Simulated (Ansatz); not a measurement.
Correlation energies of B₂H₄O₂S (`OB(O)BS`) by basis set

```xyz
9

O     0.2016   -0.1977   -1.8825
B    -0.1707   -0.1201   -0.5679
O    -1.4684   -0.4145   -0.2718
B     0.8855    0.3193    0.7033
S     0.3227    0.4003    2.3706
H     1.1246    0.0211   -2.0222
H    -1.9800   -0.6491   -1.0533
H     2.0435    0.5959    0.5674
H    -0.9588    0.0448    2.1564
```

Charge 0, multiplicity 1. All single points use the PBE0-D4/def2-TZVP geometry. It is one conformer, not always the lowest. Frozen core, restricted reference, Ansatz 0.2.0. CBS rows extrapolate triple and quadruple zeta; past MP2 they add the triple-zeta difference.

```tsv
basis	HF (Eh)	MP2 corr.	CCSD corr.	(T)	CCSD(T) total
def2-SVP	?	-0.66704	-0.70993	?	?
def2-TZVPP	?	-0.84998	-0.88643	-0.03588	?
def2-QZVPP	-599.20246	-0.91750	–	–	–
CBS(def2)	-599.20528	?	-1.00396	as TZ	?
```

**Question.** Fill in the withheld values. (An estimate is asked.)

**Answer.** Ansatz gave: def2-SVP HF (Eh): -598.80355; def2-SVP (T): -0.01943; def2-SVP CCSD(T) total: -599.53291; def2-TZVPP HF (Eh): -599.18198; def2-TZVPP CCSD(T) total: -600.10429; CBS(def2) MP2 corr.: -0.96751; CBS(def2) CCSD(T) total: -600.24512.
